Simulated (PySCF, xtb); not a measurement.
H8NSi2, SMILES [SiH3][NH2+][SiH3], charge +1.

Geometry: PBE0-D3(BJ)/def2-SVP. The isomer is the one that the SMILES or the coordinates give; other isomers of the formula were not compared.

Calculation: IEF-PCM-M06-2X/def2-SVP (PySCF 2.14.0).

The values are the electrostatic part of the solvation free energy, E(continuum) − E(gas) at the gas-phase geometry, in a cavity of scaled van der Waals radii (PySCF's table); cavitation and dispersion terms are not included. In vacuum the orbital gap is 11.41 eV.

```json
[
 {"solvent": "water", "ε": "78.36", "ΔG(elec) (kcal/mol)": "-58.9", "gap (eV)": "11.61"},
 {"solvent": "cyclohexanone", "ε": "15.62", "ΔG(elec) (kcal/mol)": "-55.7", "gap (eV)": "11.60"},
 {"solvent": "1-octanol", "ε": "9.86", "ΔG(elec) (kcal/mol)": "-53.4", "gap (eV)": "11.59"}
]
```

For comparison, GFN2-xTB/ALPB(water) (xtb, at the GFN2-xTB geometry, all terms of that model) gives -45.4 kcal/mol.
